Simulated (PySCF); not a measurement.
C5H8NO2 (charge -1).
Atom-mapped SMILES: `[CH3:1][C:2](=[O:3])/[CH:4]=[C:5](/[O-:6])[CH2:7][NH2:8]` (hydrogens: H9, H10, H11 on C1; H12 on C4; H13, H14 on C7; H15, H16 on N8)

Cartesian coordinates in Å at the PBE0-D3(BJ)/def2-SVP level; atoms count from 1:
```
atom  x, y, z in Å
C1    -2.652    0.178   -0.392
C2    -1.139   -0.014   -0.208
O3    -0.470   -0.191   -1.250
C4    -0.684    0.038    1.126
C5     0.635   -0.183    1.638
O6     0.897   -0.174    2.850
C7     1.795   -0.435    0.662
N8     2.062    0.607   -0.319
H9    -2.977    1.164   -0.020
H10   -2.887    0.102   -1.463
H11   -3.226   -0.582    0.163
H12   -1.431    0.218    1.907
H13    1.593   -1.366    0.105
H14    2.677   -0.608    1.305
H15    1.999    1.508    0.157
H16    1.250    0.570   -0.950
```

Method: PBE0-D3(BJ)/def2-SVP geometry optimisation, gas phase in PySCF.

Masses are those of the commonest isotopes; rigid-rotor values at the optimised geometry. The values belong to one conformer with, in the numbering `[CH3:1][C:2](=[O:3])/[CH:4]=[C:5](/[O-:6])[CH2:7][NH2:8]`, C1–C2–C4–C5 176°, C4–C5–C7–N8 59°, C5–C7–N8–H 43° and -69°.

Problem. What are A, B and C (GHz)?

Solution. Ia = 163.23, Ib = 329.26, Ic = 463.17 u·Å²; 505379 MHz·u·Å²/I gives 3096, 1535 and 1091 MHz, that is A = 3.0962, B = 1.5349, C = 1.0911 GHz.

Problem. Classify the top.

Solution. An asymmetric top. Ray's parameter κ = (2B − A − C)/(A − C) = -0.557; −1 is the prolate and +1 the oblate limit.

Problem. What does the inertial defect say?

Solution. Not planar: Δ = Ic − Ia − Ib = -29.31 u·Å². For a rigid frame Δ = −2 Σ m c², so Σ m c² = 14.66 u·Å² lies off the ab plane: 6.47 from hydrogen and 8.19 from heavier atoms. The atom farthest from that plane is 1.45 Å away.

Problem. Give the other two planar moments, Paa and Pbb, and the rms extents of the mass along the axes.

Solution. Paa = Σ m a² = (Ib + Ic − Ia)/2 = 314.61 and Pbb = Σ m b² = (Ia + Ic − Ib)/2 = 148.57 u·Å². With the mass M = 114.06 u, the rms extents √(P/M) along a, b and c are 1.66, 1.14, 0.36 Å.

Problem. Which types of transition are allowed, and where do some lines up to J = 2 fall?

Solution. The dipole components (about the centre of mass, as the species is charged) are |μa| = 2.19 D, |μb| = 0.16 D, |μc| = 0.65 D. Intensities carry the squares of the components, which stand as 1.00 : 0.01 : 0.09 (a : b : c). Some lines, for components of 0.1 D or more:

| type | branch | J(Ka,Kc) | MHz | lower level (cm⁻¹) |
| --- | --- | --- | --- | --- |
| a | Q | 1(1,0) ← 1(1,1) | 444 | 0.140 |
| c | Q | 1(1,1) ← 1(0,1) | 1561 | 0.088 |
| b | Q | 2(1,1) ← 2(0,2) | 2531 | 0.260 |
| a | R | 1(0,1) ← 0(0,0) | 2626 | 0.000 |
| c | Q | 2(2,1) ← 2(1,1) | 4684 | 0.344 |
| b | Q | 2(2,0) ← 2(1,1) | 4766 | 0.344 |
| a | R | 2(1,2) ← 1(1,1) | 4808 | 0.140 |
| a | R | 2(0,2) ← 1(0,1) | 5170 | 0.088 |
| b | Q | 2(2,1) ← 2(1,2) | 6015 | 0.300 |
| c | R | 2(1,1) ← 1(0,1) | 7701 | 0.088 |
| b | R | 2(2,1) ← 1(1,0) | 10380 | 0.154 |
| c | R | 2(2,0) ← 1(1,0) | 10462 | 0.154 |
| c | R | 2(2,1) ← 1(1,1) | 10824 | 0.140 |

Problem. Estimate the classical rotational partition function at 25 K, 100 K and 200 K.

Solution. Point group C1, symmetry number σ = 1; q = (√π/σ)·√((kT/h)³/(ABC)), k/h = 20836.6 MHz/K: 9250 at 25 K, 74000 at 100 K, 209000 at 200 K.

Whether it is a minimum is left open (no frequencies). The geometry's basis has no diffuse functions, a weakness for an anion. Zero-point vibration and centrifugal distortion are left out. A rigid rotor knows nothing of inversion at nitrogen or internal rotation, which can split or shift real lines. Quadrupole hyperfine structure (14N) is left out.
